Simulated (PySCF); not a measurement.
# Dipole moment and polarisability of `C#CC(=O)C(=C)S[SiH3]`

Compound: C5H6OSSi.
Geometry (GFN2-xTB, Å), atoms numbered from 1 in this order:
```
atom  x, y, z in Å
C1     2.735   -1.499   -0.481
C2     1.673   -1.008   -0.206
C3     0.361   -0.529    0.113
O4    -0.593   -1.291    0.117
C5     0.244    0.898    0.430
C6     1.314    1.712    0.420
S7    -1.362    1.462    0.817
Si8   -2.614   -0.334    0.708
H9     3.680   -1.893   -0.717
H10    2.296    1.346    0.176
H11    1.211    2.755    0.657
H12   -3.852    0.361    1.095
H13   -2.797   -0.745   -0.674
H14   -2.298   -1.236    1.803
```

Level: CAM-B3LYP/def2-SVPD (PySCF), static field, nuclei fixed, core orbitals frozen in the response. The polarisability tensor in these axes (au):

```
x   149.87   2.21 -13.22
y     2.21 109.04   7.24
z   -13.22   7.24  75.08
```

Diagonalise the tensor; give its mean and Δα, where Δα² is half the sum of the squared differences of the eigenvalues.

Principal values 71.32, 110.51 and 152.16 au; mean 111.33 au = 16.50 Å³ = 18.36 × 10⁻⁴⁰ C²·m²/J; Δα = 70.02 au (63 % of the mean).

What is the dipole moment, and where does it point?

(4.10, -0.23, -0.73) D, 4.17 D in size, pointing from the negative to the positive side. Measured along this direction, the outermost atoms are H12 at the negative end and H9 at the positive end.

Form Σ f/ω² (atomic units) for the 8 lowest TDDFT singlets, given as eV and f, and set it beside the mean polarisability, which is this sum over all singlets: 3.38, 0.0457; 4.00, 0.0000; 4.76, 0.0001; 5.35, 0.0003; 5.50, 0.1449; 5.75, 0.0966; 5.86, 0.0037; 6.05, 0.0033.

They add up to 8.83 au, 7.9 % of the 111.33 au; the largest single term is 3.54 au, from the state at 5.50 eV. Terms in order: 2.96, 0.00, 0.00, 0.01, 3.54, 2.17, 0.08, 0.07 au. Higher excitations give the rest. The strengths listed sum to 0.295.

What would n − 1 = 2πNα be for an ideal gas of these molecules at 273.15 K and 1 atm, electronic part alone?

N = p/kT = 2.6868 × 10¹⁹ cm⁻³, so n − 1 = 2π × N × 16.50 × 10⁻²⁴ cm³ = 2785 × 10⁻⁶ at long wavelengths, for an ideal gas.

Estimate the molar refractivity from the static electronic polarisability.

Lorentz–Lorenz: R = (4π/3)N_A α = 2.5225 cm³/(mol·Å³) × 16.50 Å³ = 41.6 cm³/mol, in the limit of long wavelengths.

Rayleigh depolarisation ratio (linearly polarised light, static tensor)?

ρ = 3Δα²/(45ᾱ² + 4Δα²) = 14708.1/(557722 + 19610.8) = 0.0255.

Along which axes do the principal values lie, and how far do the nuclei extend along each?

Largest value along (0.99, 0.02, -0.17), where the nuclei span 7.68 Å; middle along (0.01, 0.98, 0.20), 4.80 Å; least along (0.17, -0.20, 0.97), 2.57 Å. The response follows the extents in order.

Geometry: GFN2-xTB, one conformer, isolated molecule.

The run behind these numbers computed excited states as well. The run took 85 s on one thread, Arm Neoverse N1 (aarch64) (shared host), and the process peaked at 1.0 GiB of memory.
